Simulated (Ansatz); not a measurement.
Consider the formal exchange of groups at the Al–N bond: `[AlH2][NH]CS` + `C/C=C/N` → `N/C=C/[CH2][AlH2]` + `NCS`.

Isolated molecules relaxed with PBE0-D4/def2-TZVP in Ansatz; ΔE leaves out vibrations. CBS: MP2 limit from def2 TZ/QZ plus the TZ coupled-cluster correction, frozen cores. Double bonds are as drawn, so ΔE can hold a change between cis and trans. Functionals use def2-TZVPP. One conformer a species, not always the lowest.

```json
{"level": "PBE-D4", "ΔE (kJ/mol)": "80.8", "difference from CCSD(T)/CBS": "-15.0"}
{"level": "revPBE", "ΔE (kJ/mol)": "85.9", "difference from CCSD(T)/CBS": "-9.9"}
{"level": "PBE0", "ΔE (kJ/mol)": "83.5", "difference from CCSD(T)/CBS": "-12.3"}
{"level": "r2SCAN0", "ΔE (kJ/mol)": "85.8", "difference from CCSD(T)/CBS": "-10.0"}
{"level": "LC-ωPBE", "ΔE (kJ/mol)": "88.2", "difference from CCSD(T)/CBS": "-7.6"}
{"level": "RPA@PBE/def2-TZVPP", "ΔE (kJ/mol)": "97.1", "difference from CCSD(T)/CBS": "1.3"}
{"level": "HF/def2-SVP", "ΔE (kJ/mol)": "122.9", "difference from CCSD(T)/CBS": "27.1"}
{"level": "HF/def2-TZVPP", "ΔE (kJ/mol)": "117.4", "difference from CCSD(T)/CBS": "21.6"}
{"level": "SCS-MP2/def2-QZVPP", "ΔE (kJ/mol)": "101.1", "difference from CCSD(T)/CBS": "5.3"}
{"level": "HF/CBS(def2)", "ΔE (kJ/mol)": "117.9", "difference from CCSD(T)/CBS": "22.1"}
{"level": "CCSD(T)/CBS", "ΔE (kJ/mol)": "95.8", "difference from CCSD(T)/CBS": "0"}
```

Task: What do rigid-rotor, harmonic-oscillator terms from PBE0-D4/def2-TZVP frequencies (298.15 K, 1 bar) make of the CCSD(T)/CBS value? (An estimate is asked.)

Result: Ansatz gave: ΔZPE = -0.1 kJ/mol, ΔH = +95.1 kJ/mol, ΔS = -11 J/(mol·K), ΔG = +98.3 kJ/mol.

Largest T1 diagnostic among the species: 0.012.

At CCSD(T), def2-SVP lies +12.0 kJ/mol from the extrapolated value and def2-TZVPP +1.3 kJ/mol. Leaving LDA and LC-ωPBE aside and taking each functional with its dispersion term where it has one, the values, not all of them listed here, spread over 22.9 kJ/mol, from PBE-D4 to BHLYP-D4. LDA lies −9.5 kJ/mol from PBE without D4. In def2-TZVPP, CCSD(T) changes the Hartree–Fock value by −20.3 kJ/mol (the triples alone add −3.9 kJ/mol) and MP2 by −23.1 kJ/mol.
